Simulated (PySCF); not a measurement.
## How the method changes the constants of FeH

State: ⁴Δ (quartet), unpaired electrons π ↑↑, δ ↑. Set-up: Fe def2-TZVPP, H def2-TZVPP; no relativity (PySCF 2.14). De refers to Fe (3d6 4s2) + H in their high-spin ground configurations, without counterpoise correction. The functionals are run spin-unrestricted. A positive dipole means Fe(−)H(+). Levels whose curve was spin-contaminated or gave no clean fit are not listed.

| Level | Re (Å) | ωe (cm⁻¹) | De (eV) | μ (D) |
| --- | --- | --- | --- | --- |
| ROHF | 1.638 | 1544 | n/a | -4.66 |
| ROHF-MP2 | 1.511 | 2013 | n/a | n/a |
| ROHF-SCS-MP2 | 1.523 | 1946 | n/a | n/a |
| ROHF-CCSD | 1.572 | 1743 | 1.71 | n/a |
| ROHF-CCSD(T) | 1.540 | 1923 | 1.84 | n/a |
| PBE | 1.565 | 1783 | n/a | -2.46 |
| revPBE | 1.573 | 1757 | n/a | -2.55 |
| TPSS | 1.567 | 1807 | n/a | -2.78 |
| r²SCAN | 1.561 | 1810 | n/a | -2.59 |
| B3LYP | 1.569 | 1772 | n/a | -2.66 |
| ωB97M-V | 1.566 | 1807 | n/a | -3.07 |

The bond length runs from 1.511 Å (ROHF-MP2) to 1.638 Å (ROHF).

Correlated steps freeze 5 core orbitals. De is left out where the level can put another filling of the metal’s s and d shells below the measured ground configuration, by anything from nothing to about 1 eV. The CCSD T1 diagnostic is raised, a sign that a single reference may not be enough here. UHF is strongly spin-contaminated for FeH, so the ROHF reference used there is far from stable. With d or f electrons several states lie close, and the lowest PBE0 determinant need not be the measured ground state.

The whole job (state search and all levels along the bond) took about 17 min on 1 thread of Arm Neoverse V2 (shared host), peak memory 2.3 GiB.
